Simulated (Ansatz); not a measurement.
Basis-set extrapolation for C2H5AlN2 (`NC#[C][AlH][NH2]`) (PBE0-D4/def2-TZVP geometry, frozen core, Ansatz). Multiplicity 1, RHF reference.

```
                      def2-TZVPP   def2-QZVPP
                 HF  -429.545042  -429.560801
    MP2 correlation    -0.797259    -0.853142
CCSD(T) correlation    -0.861212      not run
```

Energies in hartree. Use E(X) = E(∞) + A·exp(−7.88·√X) for Hartree–Fock and E(X) = E(∞) + B·X^(−2.97) for correlation, with X = 3 and 4, and add CCSD(T) minus MP2 of the smaller set to the MP2 limit.

Task: What is the CCSD(T) energy at the basis-set limit?

Result: HF limit: -429.560801 + (-0.015759) × 0.13774 = -429.56297. MP2 limit: -0.853142 + (-0.055883) × 0.74074 = -0.89454. Higher-order term: -0.861212 − (-0.797259) = -0.06395. Total: -430.52146 hartree, 302.5 kJ/mol below CCSD(T)/def2-TZVPP.
